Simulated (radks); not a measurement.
Values are calculated unless marked as measured or tabulated.
Question: Pd3+, configuration [Kr] 4d6 5p1 (not the ground configuration). Level of theory: scalar-relativistic Kohn-Sham, PBE, spin-polarised, spherical densities, finite nucleus; open shells are filled with parallel spins first (spin-orbit coupling, left out, can overturn this in heavy ions); Fermi nuclear charge, rms radius 4.5318 fm (a radial shooting solver on a logarithmic mesh with Libxc functionals). Some entries of the table are withheld. Estimate them.

| orbital | occ. | eigenvalue (hartree) | <r> (bohr) | r(max) (bohr) |
|---|---|---|---|---|
| 1s up | 1 | -889.8389 | 0.03185 | 0.02066 |
| 1s down | 1 | -889.8380 | 0.03185 | 0.02066 |
| 2s up | 1 | -131.4800 | 0.1384 | 0.1168 |
| 2s down | 1 | -131.4497 | 0.1383 | 0.1168 |
| 2p up | 3 | -118.0639 | 0.1206 | 0.09341 |
| 2p down | 3 | -118.0404 | 0.1206 | 0.09340 |
| 3s up | 1 | -25.17479 | 0.3793 | 0.3417 |
| 3s down | 1 | -25.15898 | 0.3792 | 0.3418 |
| 3p up | 3 | -20.76712 | 0.3787 | 0.3349 |
| 3p down | 3 | -20.74895 | 0.3785 | 0.3350 |
| 3d up | 5 | -13.77208 | 0.3575 | 0.2822 |
| 3d down | 5 | -13.74407 | 0.3574 | 0.2824 |
| 4s up | 1 | -4.92282 | 0.9341 | 0.8486 |
| 4s down | 1 | -4.79387 | 0.9313 | 0.8461 |
| 4p up | 3 | -3.64223 | 1.015 | 0.9036 |
| 4p down | 3 | -3.50798 | 1.013 | 0.9006 |
| 4d up | 5 | -1.78090 | 1.262 | (1) |
| 4d down | 1 | -1.64473 | 1.269 | (2) |
| 5p up | 1 | -0.96062 | 2.663 | 2.406 |
| 5p down | 0 | -0.87574 | 2.696 | 2.436 |

Answer: 
(1) 4d up r(max) (bohr): 1.044
(2) 4d down r(max) (bohr): 1.041
